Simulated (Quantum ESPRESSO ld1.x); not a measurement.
Problem. Au36+, configuration [Kr] 4d7. Method: Dirac Kohn-Sham, PBE, spin-unpolarised, spherical densities, point nucleus; open shells fill j = l - 1/2 first; computed with ld1.x of Quantum ESPRESSO 7.5. Some entries of the table are withheld. Estimate them.

orbital  occ.  eigenvalue (eV)  <r> (bohr)  <r^2> (bohr^2)
1s1/2       2         -82148.3     0.01686       0.0003930
2s1/2       2         -15718.3     0.07045             (1)
2p1/2       2         -15130.9     0.05799             (2)
2p3/2       4         -13295.8     0.06654             (3)
3s1/2       2         -4836.36      0.1821         0.03803
3p1/2       2              (4)      0.1724         0.03465
3p3/2       4              (5)      0.1875         0.04076
3d3/2       4         -3738.32      0.1632         0.03118
3d5/2       6         -3649.81      0.1678         0.03283
4s1/2       2              (6)      0.3775          0.1605
4p1/2       2         -1945.79      0.3751          0.1595
4p3/2       4         -1823.33      0.3992          0.1804
4d3/2       4         -1642.12         (7)          0.1742
4d5/2       3         -1616.57         (8)          0.1802

Solution. 
(1) 2s1/2 <r^2> (bohr^2): 0.005936
(2) 2p1/2 <r^2> (bohr^2): 0.004203
(3) 2p3/2 <r^2> (bohr^2): 0.005391
(4) 3p1/2 eigenvalue (eV): -4576.25
(5) 3p3/2 eigenvalue (eV): -4164.74
(6) 4s1/2 eigenvalue (eV): -2058.37
(7) 4d3/2 <r> (bohr): 0.3901
(8) 4d5/2 <r> (bohr): 0.3969
